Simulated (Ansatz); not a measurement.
Compare A (`[SiH3]C[O][AlH][SiH3]`) with its isomer B (`C[O][AlH][SiH2][SiH3]`).

Calculated with Ansatz (gas phase, PBE0-D4/def2-TZVP geometries, no zero-point term in ΔE). CCSD(T)/CBS is the MP2 limit (def2-TZVPP, def2-QZVPP) plus CCSD(T) − MP2 in def2-TZVPP, frozen cores. Functionals use def2-TZVPP. B3LYP here is the variant with VWN-RPA as its local correlation; programs differ in this. One conformer a species, not always the lowest.

**Question.** Which isomer does CCSD(T)/CBS put lower? Give the gap. (An estimate is asked.)

**Answer.** Ansatz gave: B, by 29.1 kJ/mol.

**Question.** Give E(B) − E(A) in kJ/mol with HF/def2-TZVPP, r2SCAN-D4, CCSD/def2-TZVPP, ωB97M-V, B3LYP, PBE-D4, PBE0-D4. (Best estimate.)

**Answer.** Computed: HF/def2-TZVPP -24.8, r2SCAN-D4 -33.8, CCSD/def2-TZVPP -28.6, ωB97M-V -23.8, B3LYP -29.0, PBE-D4 -37.5, PBE0-D4 -37.4. None reverses the order clearly.

Largest T1 diagnostic: 0.014.
